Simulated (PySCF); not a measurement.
Si(Me)3(OH) (C3H10OSi), SMILES C[Si](C)(O)C.

Geometry: r2SCAN-D4/def2-SVP. The isomer is the one that the SMILES or the coordinates give; other isomers of the formula were not compared. Other conformers were not sampled.

The numbers are results of r2SCAN-D4/def2-SVP (PySCF), not measurements.

Frequencies are harmonic and unscaled.

```json
[
 {"mode": "1", "ν (cm⁻¹)": "130", "IR (km/mol)": "7.5", "moving atoms (share of kinetic energy)": "H 97 %"},
 {"mode": "2", "ν (cm⁻¹)": "151", "IR (km/mol)": "15.8", "moving atoms (share of kinetic energy)": "H 87 %, C 12 %"},
 {"mode": "3", "ν (cm⁻¹)": "167", "IR (km/mol)": "0.0", "moving atoms (share of kinetic energy)": "H 97 %"},
 {"mode": "4", "ν (cm⁻¹)": "169", "IR (km/mol)": "17.3", "moving atoms (share of kinetic energy)": "H 78 %, C 16 %"},
 {"mode": "5", "ν (cm⁻¹)": "191", "IR (km/mol)": "0.4", "moving atoms (share of kinetic energy)": "C 48 %, H 38 %, O 12 %"},
 {"mode": "6", "ν (cm⁻¹)": "216", "IR (km/mol)": "45.5", "moving atoms (share of kinetic energy)": "H 66 %, C 23 %"},
 {"mode": "7", "ν (cm⁻¹)": "230", "IR (km/mol)": "1.7", "moving atoms (share of kinetic energy)": "H 40 %, C 28 %, Si 20 %, O 11 %"},
 {"mode": "8", "ν (cm⁻¹)": "269", "IR (km/mol)": "11.3", "moving atoms (share of kinetic energy)": "H 32 %, O 28 %, C 22 %, Si 19 %"},
 {"mode": "9", "ν (cm⁻¹)": "275", "IR (km/mol)": "37.8", "moving atoms (share of kinetic energy)": "O 39 %, H 26 %, C 19 %, Si 16 %"},
 {"mode": "10", "ν (cm⁻¹)": "607", "IR (km/mol)": "0.2", "moving atoms (share of kinetic energy)": "C 68 %, H 22 %"},
 {"mode": "11", "ν (cm⁻¹)": "656", "IR (km/mol)": "0.0", "moving atoms (share of kinetic energy)": "H 85 %, C 15 %"},
 {"mode": "12", "ν (cm⁻¹)": "676", "IR (km/mol)": "2.1", "moving atoms (share of kinetic energy)": "H 50 %, C 38 %, Si 11 %"},
 {"mode": "13", "ν (cm⁻¹)": "685", "IR (km/mol)": "6.3", "moving atoms (share of kinetic energy)": "H 61 %, C 33 %"},
 {"mode": "14", "ν (cm⁻¹)": "728", "IR (km/mol)": "75.1", "moving atoms (share of kinetic energy)": "H 57 %, C 24 %, Si 15 %"},
 {"mode": "15", "ν (cm⁻¹)": "750", "IR (km/mol)": "41.1", "moving atoms (share of kinetic energy)": "H 58 %, C 27 %, Si 14 %"},
 {"mode": "16", "ν (cm⁻¹)": "784", "IR (km/mol)": "11.0", "moving atoms (share of kinetic energy)": "H 40 %, O 39 %, C 16 %"},
 {"mode": "17", "ν (cm⁻¹)": "805", "IR (km/mol)": "69.8", "moving atoms (share of kinetic energy)": "H 78 %, C 18 %"},
 {"mode": "18", "ν (cm⁻¹)": "849", "IR (km/mol)": "136.7", "moving atoms (share of kinetic energy)": "H 54 %, Si 23 %, C 23 %"},
 {"mode": "19", "ν (cm⁻¹)": "874", "IR (km/mol)": "243.6", "moving atoms (share of kinetic energy)": "H 49 %, Si 28 %, C 16 %"},
 {"mode": "20", "ν (cm⁻¹)": "925", "IR (km/mol)": "106.4", "moving atoms (share of kinetic energy)": "Si 40 %, H 35 %, O 16 %, C 9 %"},
 {"mode": "21", "ν (cm⁻¹)": "1253", "IR (km/mol)": "48.0", "moving atoms (share of kinetic energy)": "H 76 %, C 23 %"},
 {"mode": "22", "ν (cm⁻¹)": "1255", "IR (km/mol)": "53.3", "moving atoms (share of kinetic energy)": "H 76 %, C 23 %"},
 {"mode": "23", "ν (cm⁻¹)": "1262", "IR (km/mol)": "16.8", "moving atoms (share of kinetic energy)": "H 79 %, C 21 %"},
 {"mode": "24", "ν (cm⁻¹)": "1419", "IR (km/mol)": "0.1", "moving atoms (share of kinetic energy)": "H 95 %"},
 {"mode": "25", "ν (cm⁻¹)": "1424", "IR (km/mol)": "0.1", "moving atoms (share of kinetic energy)": "H 95 %"},
 {"mode": "26", "ν (cm⁻¹)": "1425", "IR (km/mol)": "0.0", "moving atoms (share of kinetic energy)": "H 96 %"},
 {"mode": "27", "ν (cm⁻¹)": "1432", "IR (km/mol)": "3.6", "moving atoms (share of kinetic energy)": "H 96 %"},
 {"mode": "28", "ν (cm⁻¹)": "1434", "IR (km/mol)": "4.0", "moving atoms (share of kinetic energy)": "H 96 %"},
 {"mode": "29", "ν (cm⁻¹)": "1443", "IR (km/mol)": "10.1", "moving atoms (share of kinetic energy)": "H 96 %"},
 {"mode": "30", "ν (cm⁻¹)": "3025", "IR (km/mol)": "5.2", "moving atoms (share of kinetic energy)": "H 97 %"},
 {"mode": "31", "ν (cm⁻¹)": "3026", "IR (km/mol)": "4.9", "moving atoms (share of kinetic energy)": "H 97 %"},
 {"mode": "32", "ν (cm⁻¹)": "3034", "IR (km/mol)": "2.7", "moving atoms (share of kinetic energy)": "H 97 %"},
 {"mode": "33", "ν (cm⁻¹)": "3123", "IR (km/mol)": "0.0", "moving atoms (share of kinetic energy)": "H 91 %, C 9 %"},
 {"mode": "34", "ν (cm⁻¹)": "3125", "IR (km/mol)": "18.5", "moving atoms (share of kinetic energy)": "H 91 %, C 9 %"},
 {"mode": "35", "ν (cm⁻¹)": "3133", "IR (km/mol)": "6.6", "moving atoms (share of kinetic energy)": "H 91 %, C 9 %"},
 {"mode": "36", "ν (cm⁻¹)": "3133", "IR (km/mol)": "4.2", "moving atoms (share of kinetic energy)": "H 91 %, C 9 %"},
 {"mode": "37", "ν (cm⁻¹)": "3139", "IR (km/mol)": "9.3", "moving atoms (share of kinetic energy)": "H 91 %, C 9 %"},
 {"mode": "38", "ν (cm⁻¹)": "3141", "IR (km/mol)": "5.9", "moving atoms (share of kinetic energy)": "H 91 %, C 9 %"},
 {"mode": "39", "ν (cm⁻¹)": "3886", "IR (km/mol)": "63.2", "moving atoms (share of kinetic energy)": "H 94 %"}
]
```
